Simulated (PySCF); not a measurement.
## Shapes and spin states of WCl2

All numbers come from PySCF, PBE, basis W def2-TZVP with ECP60, Cl def2-TZVP (scalar-relativistic core potentials, no spin–orbit coupling, density fitting).

Relaxations began from a few typed shapes and spin states; open shells are unrestricted. The search is not exhaustive: other isomers or separated fragments can lie lower, and high-lying points may rest on an excited occupation.

**Question.** Order these stationary points by electronic energy, lowest first, in kJ/mol from the lowest minimum.
A. broken-symmetry Ms = 0 (⟨S²⟩ 1.00) D∞h: W–Cl 2.215 Å (×2); Cl–W–Cl 180.0°
B. quintet C2v: W–Cl 2.272 Å (×2); Cl–W–Cl 139.3°
C. triplet D∞h: W–Cl 2.216 Å (×2); Cl–W–Cl 180.0°

**Answer.** B (0.0), C (36.4), A (61.0).

**Question.** Which of them are minima?

**Answer.** By energy in kJ/mol, 0.0: minimum; 36.4: minimum; 61.0: not settled, its softest mode being under 30 cm⁻¹.

Formally W is in oxidation state +2, d4, with 4 unpaired electrons (the high-spin count). The Mulliken spin on W is 4.00. The polar-tensor charge on W, 0.98, is far below the formal one.

For the lowest minimum: open d and f shells are described by one determinant, and the ground state may have another occupation or spin. No spin–orbit coupling is included, which matters more the heavier the element.

The electron or spin density has lower symmetry than the nuclear frame for the broken-symmetry Ms = 0 (⟨S²⟩ 1.00) D∞h at 61.0 kJ/mol.
